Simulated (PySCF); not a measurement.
**TaH⁺ at UHF-SCS-MP2**

Computed with UHF-SCS-MP2; basis Ta def2-TZVPPD with ECP60, H def2-TZVPPD; scalar-relativistic core potentials; PySCF 2.14.

| Quantity | Value |
| --- | --- |
| state | quartet, unpaired electrons σ ↑, π ↑, δ ↑ |
| bond length | 0.1714 nm |
| harmonic wavenumber | 2062 cm⁻¹ |
| force constant | 2.51 mdyn/Å |
| rotational constant Be | 5.728 cm⁻¹ |

Correlated steps freeze no core orbitals. These are scalar-relativistic numbers at best; spin–orbit coupling would shift them, the dissociation energy most. With d or f electrons several states lie close, and the lowest PBE0 determinant need not be the measured ground state.
